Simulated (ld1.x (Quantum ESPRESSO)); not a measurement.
# tin: one change to a TM potential, before and after

| Item | Value |
| --- | --- |
| Element | tin |
| Generator | ld1.x (Quantum ESPRESSO) 7.5 |
| Type | norm-conserving Troullier–Martins (Kleinman–Bylander form) |
| Functional | LDA (PZ) |
| Relativity | scalar-relativistic |
| Frozen core | [Kr] 4d10 |
| Valence charge | 4 |
| Reference configuration | 5s1.75 5p2.25 |
| Partial waves | 5p (bound): rc 2.00 bohr; 5s (bound): rc 1.60 bohr |
| Local potential | the s channel |
| Core correction | none |

All-electron outer shells of the reference configuration (LDA (PZ), scalar-relativistic, ld1.x):

```csv
shell,level (eV),outermost node (bohr),outermost maximum (bohr)
4p,-89.95,0.41,0.79
4d,-26.27,0.39,0.88
5s,-11.04,0.98,1.99
5p,-4.03,1.09,2.52
```

Change: wave 5s (bound): rc 1.60 bohr becomes 5s (bound): rc 1.46 bohr.

Cutoffs: the cutoffs (Ry, on a coarse ladder) from which the occupation-weighted sum of valence levels, in a spherical-Bessel basis at the reference potential, stays within 10 and 1 mRy of its value at 400 Ry; they do not see the model core or the augmentation charge, which bear on the density cutoff. Errors are all-electron minus pseudo energies relative to the spin-unpolarised reference configuration.

Q: How do hardness, ghosts and transferability respond?

A: The potential gets harder (35 Ry and 90 Ry → 40 Ry and 140 Ry); of the 9 tests that both files solve, the error grows in 4 and shrinks in 0 by more than 15 % and 0.3 meV (median size 52.9 → 76.0 meV); the range in which the s phases agree narrows (upper end 1.6 → 0.4); neither file shows a bound ghost. A smaller radius makes the pseudo-wave follow the all-electron one further in, where it bends more sharply, so more plane waves are needed. That the errors move this way runs against the usual rule that smaller radii transfer better.

```csv
quantity,base,changed
"cutoff, loose",35 Ry,40 Ry
"cutoff, tight",90 Ry,140 Ry
loose cutoff by channel (10 mRy a level),"p 6 Ry, s 30 Ry","p 8 Ry, s 35 Ry"
bound ghosts,none,none
"error for 5s2 5p2, meV [ΔE -1.74 eV]",+0.8,+0.9
"error for 5s2 5p1, meV [ΔE 5.35 eV]",+7.6,+9.8
"error for 5s2 5p0, meV [ΔE 19.62 eV]",+58,+76
"error for 5s1 5p2, meV [ΔE 13.09 eV]",+15,+15
"error for 5s1 5p3, meV [ΔE 5.33 eV]",+7.5,+9.3
"error for 5s0 5p4, meV [ΔE 12.66 eV]",+53,+77
"error for 5s1 5p0, meV [ΔE 51.07 eV]",+296,+331
"error for 5s1.75 5p2.25 (spin-polarised), meV [ΔE -0.75 eV]",+162,+163
"error for 5s2 5p2 (spin-polarised), meV [ΔE -2.22 eV]",+79,+80
s: phases at 2.21 bohr within 0.05 rad from the reference energy up to (Ry; the scan ends near 5),1.6,0.4
p: phases at 2.21 bohr within 0.05 rad from the reference energy up to (Ry; the scan ends near 5),to the end of the scan,to the end of the scan
```
